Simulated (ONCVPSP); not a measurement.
# How hard is this bismuth ONCV potential?

| Property | Result |
| --- | --- |
| Element | Bi (Z = 83) |
| Generator | ONCVPSP 4.0.1 |
| Type | optimised norm-conserving Vanderbilt (ONCV) |
| Functional | LDA (Perdew-Wang 92) |
| Relativity | scalar-relativistic |
| Frozen core | [Xe] 4f14 5d10 |
| Valence charge | 5 |
| Reference configuration | 6s2 6p1 (charge +2) |
| Partial waves | 6s: rc 1.80 bohr, ncon 3, nbas 6, qcut 2.9 1/bohr, 2 projectors, debl 0.6 Ha; 6p: rc 2.10 bohr, ncon 4, nbas 7, qcut 3.8 1/bohr, 1 projector |
| Local potential | polynomial inside 1.65 bohr (lpopt 5, dvloc0 3 Ha) |
| Core correction | none |

In the s channel the program set the typed energies aside and used -1.144, 0.250 Ha.

Problem. For each optimised wave give the share of its norm inside rc, the residual kinetic energy above qcut (Ha) and the cutoffs (Ha) for errors of 10, 1, 0.1 and 0.01 mHa per electron.

Solution.

```csv
wave,norm inside rc,residual KE,10 mHa,1 mHa,0.1 mHa,0.01 mHa
6s,0.366,2.1e-02,5.6,22.9,36.9,65.1
s projector 2,0.062,1.5e-02,4.7,14.8,41.4,80.3
6p,0.294,3.2e-04,3.9,6.3,10.8,28.7
```

The occupied waves need 23 Ha and 37 Ha for 1 and 0.1 mHa. Note: no bound ghost flagged; GHOST(+) flagged for s at 38.6 eV.
